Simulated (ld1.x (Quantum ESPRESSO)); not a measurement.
# Cutoff test, lutetium (Lu), ultrasoft

ld1.x (Quantum ESPRESSO) 7.5 input, shortened:

```
&input
   title='Lu', zed=71., rel=1, dft='PZ', iswitch=3,
   config='[Xe] 4f14 5d1 6s2 6p0'
 /
 &inputp
   pseudotype=3, tm=.true., lloc=-1, rcloc=3.72,
   nlcc=.true., rcore=1.45,
   which_augfun='PSQ', rmatch_augfun_nc=.true.
 /
6
5S  1  0   2.00   0.00  2.54  2.80  0.0
6S  2  0   2.00   0.00  2.54  2.80  0.0
5P  2  1   6.00   0.00  2.30  3.04  0.0
6P  3  1   0.00   0.00  2.30  3.04  0.0
5D  3  2   1.00   0.00  3.04  4.22  0.0
5D  3  2   0.00   0.45  3.04  4.22  0.0
 &test
   configts(1)='5s2 5p6 5d1 6s2 6p0'
 /
```

The pseudo-atom Hamiltonian at the reference potential is diagonalised in spherical Bessel functions j_l(qr) that vanish at 20 bohr, with q² up to the cutoff. All-electron valence levels (Ry): 5s -4.4972, 6s -0.3534, 5p -2.3358, 6p -0.1029, 5d -0.1411.

Task: How do the lowest levels (Ry) of each channel move with the cutoff, and are there ghosts?

Result:

```csv
cutoff (Ry),s #1,s #2,s #3,p #1,p #2,d #1,d #2,f #1,Σ f·Δε (mRy)
8,-4.4970,-0.2960,0.0059,-2.3345,-0.1028,-0.1410,0.0541,0.1003,122.9
10,-4.4970,-0.3362,0.0003,-2.3355,-0.1028,-0.1410,0.0540,0.1003,36.2
12,-4.4971,-0.3509,-0.0016,-2.3356,-0.1028,-0.1410,0.0540,0.1003,6.3
15,-4.4972,-0.3526,-0.0019,-2.3357,-0.1028,-0.1411,0.0540,0.1003,1.8
18,-4.4972,-0.3529,-0.0019,-2.3357,-0.1028,-0.1411,0.0540,0.1003,1.1
21,-4.4972,-0.3532,-0.0019,-2.3357,-0.1028,-0.1411,0.0540,0.1003,0.5
25,-4.4972,-0.3533,-0.0019,-2.3358,-0.1028,-0.1411,0.0540,0.1003,0.2
30,-4.4972,-0.3533,-0.0020,-2.3358,-0.1028,-0.1411,0.0540,0.1003,0.1
400,-4.4972,-0.3534,-0.0020,-2.3358,-0.1028,-0.1411,0.0540,0.1003,0.0
```

Result: no extra level below or beside the all-electron valence levels (s, p, d, f tested); 10 mRy is reached at 12 Ry and 1 mRy at 21 Ry.

Test run stopped at test 1 of 9 (negative rho).
